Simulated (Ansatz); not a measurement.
Pulling on the Ga1–H2 bond in ClGaH2 (SMILES [Cl][GaH2]) (multiplicity 1 held, fragments rigid). Energies count from the point at 1.557 Å.
Geometry at that point (charge 0, multiplicity 1):
```xyz
4

Ga    -0.00290    -0.23189    -0.67117
H     -1.40910    -0.31185    -1.33456
H      1.39794    -0.58224    -1.25326
Cl     0.00594     0.47545     1.37612
```

R- and RO- levels are restricted; in cc, def2 and unpolarised 6-31G sets they are followed outwards from rest. U- levels take the lowest unrestricted solution at each point, which mixes spins at long bonds. Active spaces are followed from a long bond inwards. Curves can end on different states.

Cores are frozen in the correlated methods. Filled d and f shells under p-block atoms count as core.

The values were computed with Ansatz (a first-principles code) with Gaussian orbitals. Values without a source in brackets are computed.

Energies in kcal/mol.

```
R (Å)  U-PBE/def2-TZVPP  R-r2SCAN/def2-TZVPP  U-SCS-MP2/def2-TZVPP  U-CCSD(T)/def2-TZVPP  FIC-MRCISD+Q on CASSCF(2,2)/def2-TZVPP
-----  ----------------  -------------------  --------------------  --------------------  --------------------------------------
1.246              26.3                 24.8                  28.8                  29.4                                    29.1
1.401               5.3                  4.5                   6.0                   6.3                                     6.2
1.557               0.0                  0.0                   0.0                   0.0                                     0.0
1.713               2.9                  3.7                   3.1                   2.6                                     2.7
1.868              10.0                 11.7                  10.9                   9.9                                    10.0
2.102              23.7                 26.6                  26.4                  24.2                                    24.3
2.335              37.9                 41.9                  49.1                  39.1                                    39.0
2.725              58.7                 64.3                  71.0                  60.1                                    59.0
3.114              71.2                 81.5                  78.3                  73.8                                    71.7
3.581              76.3                 95.8                  81.0                  80.2                                    78.9
4.204              77.8                107.3                  81.9                  81.7                                    81.8
4.982              78.1                114.3                  82.1                  81.9                                    82.5
```

Doubts at one or more of the structures used: a spin-contaminated determinant (U-PBE/def2-TZVPP, U-SCS-MP2/def2-TZVPP, U-CCSD(T)/def2-TZVPP); a restricted determinant that unrestricted orbitals would lower (R-r2SCAN/def2-TZVPP); T1 above 0.05 (U-CCSD(T)/def2-TZVPP).
